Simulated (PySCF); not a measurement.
All of these have the formula C8H10. Method used: PySCF 2.14.0, density-fitted response routines, TDDFT PBE0/def2-SVPD, vertical, gas phase, core orbitals frozen in the response. Geometries: GFN2-xTB; one conformer of each isolated species. Triplets are in the Tamm–Dancoff approximation.

Question: Rank by computed S1–T1 gap, lowest first.
A. `C#CC#C[C@H](C)CC`
B. `CC1=CC2(C=C1)CC2`
C. `C#CC1=CCCCC1`
D. `C[C@@]12[C@H]3[C@@H]1C=C[C@]32C`
E. `c1cc(c(cc1)C)C`

Answer: A (0.96 eV), E (1.33 eV), B (1.77 eV), D (1.93 eV), C (2.11 eV).

| SMILES | S1−T1 (eV) | S1 (eV) | T1 (eV) | S1 mainly | T1 mainly | f(S1) |
| --- | --- | --- | --- | --- | --- | --- |
| C#CC#C[C@H](C)CC | 0.96 | 4.77 | 3.82 | H→L (38%) | H-1→L (31%) | 0.000 |
| Cc1ccccc1C | 1.33 | 5.42 | 4.09 | H→L (58%) | H→L+1 (62%) | 0.002 |
| CC1=CC2(C=C1)CC2 | 1.77 | 4.79 | 3.02 | H→L (99%) | H→L (95%) | 0.051 |
| C[C@@]12[C@H]3[C@@H]1C=C[C@]32C | 1.93 | 5.47 | 3.54 | H→L (96%) | H→L (94%) | 0.044 |
| C#CC1=CCCCC1 | 2.11 | 5.56 | 3.45 | H→L (64%) | H→L (95%) | 0.216 |

H and L stand for HOMO and LUMO. For `C#CC#C[C@H](C)CC` and `Cc1ccccc1C` the leading configurations of S1 and T1 differ. Singlets come from full response and triplets from the Tamm–Dancoff approximation.
